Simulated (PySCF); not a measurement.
A structure optimised at B3LYP-D3(BJ)/def2-SVP, used in a PySCF frequency run:

```
Sb
Cl 1 2.3299
Cl 1 2.3299 2 106.91
Cl 1 2.3299 2 106.91 3 -114.21
```
Charge +1, spin multiplicity 2.

Write its SMILES, formula and point group.

[Cl][Sb+]([Cl])[Cl], Cl₃Sb, C3v

What are its rotational constants (standard atomic weights)?

1.7344, 1.7344, 1.0172 GHz
